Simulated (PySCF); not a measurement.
# Fine-structure interval along the 27-electron series

Calculated with PySCF 2.14 and a two-component X2C-1e Hamiltonian (Gaussian nucleus, no Breit or QED terms), each ion in its own even-tempered basis scaled to its charge; GMP2 freezes [Ne] and drops the highest virtual spinors. Values in cm⁻¹.

```json
{"ion": "Pr³²⁺", "configuration": "[Ar] 3d9", "GHF (screened spin-orbit)": "177910", "GMP2 (screened spin-orbit)": "177680", "GHF (bare spin-orbit)": "214480"}
{"ion": "Pm³⁴⁺", "configuration": "[Ar] 3d9", "GHF (screened spin-orbit)": "210850", "GMP2 (screened spin-orbit)": "210580", "GHF (bare spin-orbit)": "252500"}
```

(1) Fill in the row of Nd³³⁺.

Answers

(1) configuration: [Ar] 3d9; GHF (screened spin-orbit): 193850; GMP2 (screened spin-orbit): 193600; GHF (bare spin-orbit): 232900.
